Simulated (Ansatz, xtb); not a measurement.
Two isomers of C6H8Si

Structure a is `C=CC1=CC=C[SiH2]1`, a singlet and structure b is `C=CC1=C[SiH2]C=C1`, a singlet. Both are isolated molecules in the gas phase, relaxed with PBE0-D3(BJ)/def2-SVP; the shapes shown needn't be the lowest conformers.

a (Å):

```xyz
15

C     1.3189    0.2055   -1.6044
C     1.2819   -0.1327   -0.3057
C     0.2712   -0.9683    0.3080
C     0.2493   -1.2993    1.6275
C    -0.8490   -2.1589    2.0946
C    -1.7594   -2.5597    1.1783
Si   -1.2373   -1.8132   -0.4561
H     0.5556   -0.1443   -2.3073
H     2.1099    0.8414   -2.0081
H     2.0701    0.2434    0.3600
H     1.0115   -0.9494    2.3340
H    -0.8966   -2.4445    3.1516
H    -2.6068   -3.1982    1.4342
H    -0.8890   -2.8200   -1.5050
H    -2.2279   -0.8552   -1.0358
```

b (Å):

```xyz
15

C     0.2111    1.3429   -0.7053
C     0.8232    0.3275   -0.0802
C     0.2420   -0.9749    0.2371
C     0.9329   -1.9572    0.8760
C    -1.6117   -2.5432    0.2103
C    -1.1633   -1.3172   -0.1232
Si   -0.2006   -3.4289    1.0661
H    -0.8246    1.2835   -1.0487
H     0.7370    2.2813   -0.8958
H     1.8640    0.4573    0.2366
H     1.9704   -1.8132    1.1857
H     0.2669   -4.6580    0.3525
H    -0.4876   -3.8031    2.4859
H    -2.6278   -2.8707   -0.0180
H    -1.7858   -0.5800   -0.6399
```

Problem. Which of the two would you expect CCSD(T)/def2-SVP + ΔMP2/def2-TZVPP electronic energies to favour?

Solution. Too close to call at this level: CCSD(T)/def2-SVP + ΔMP2/def2-TZVPP gives E(b) − E(a) = +0.07 kcal/mol.

The same difference at several levels:

```
                             level              geometry  E(b) − E(a) (kcal/mol)  departure from the last row (kcal/mol)  job, with rough time for the two
                          GFN2-xTB              GFN2-xTB                     +2.45                                   +2.38              optimisation, 0.51 s
                         HF/STO-3G              GFN2-xTB                     +0.80                                   +0.73               single point, 1.9 s
                r2SCAN-D4/def2-SVP              GFN2-xTB                     +1.49                                   +1.42                single point, 13 s
              PBE0-D3(BJ)/def2-SVP  PBE0-D3(BJ)/def2-SVP                     +1.28                                   +1.21               optimisation, 3 min
                       HF/def2-SVP  PBE0-D3(BJ)/def2-SVP                     +0.24                                   +0.17           part of the CCSD(T) run
                      MP2/def2-SVP  PBE0-D3(BJ)/def2-SVP                     +0.77                                   +0.71           part of the CCSD(T) run
                  CCSD(T)/def2-SVP  PBE0-D3(BJ)/def2-SVP                     +0.53                                   +0.46                      single point
CCSD(T)/def2-SVP + ΔMP2/def2-TZVPP  PBE0-D3(BJ)/def2-SVP                     +0.07                                                     single point, 4.5 min
```

As drawn, both hold the same kinds of bond in the same numbers.

The largest departure from CCSD(T)/def2-SVP + ΔMP2/def2-TZVPP is that of GFN2-xTB, 2.38 kcal/mol. The last row adds to CCSD(T) the change of the MP2 difference between the two basis sets, here −0.46 kcal/mol.

With thermal terms from frequencies at re-optimised GFN2-xTB minima (ideal gas, soft modes damped towards free rotors, one conformer each, 298.15 K, 1 atm): on the last row, ΔE + ΔZPE = +0.08, ΔH = +0.11, ΔG = −0.03 kcal/mol.

The correlated steps freeze 11 core orbitals. Programs: Ansatz 0.2.0, xtb 6.7.1; the last row on 2 threads of AMD EPYC (Zen 3) on a shared host.
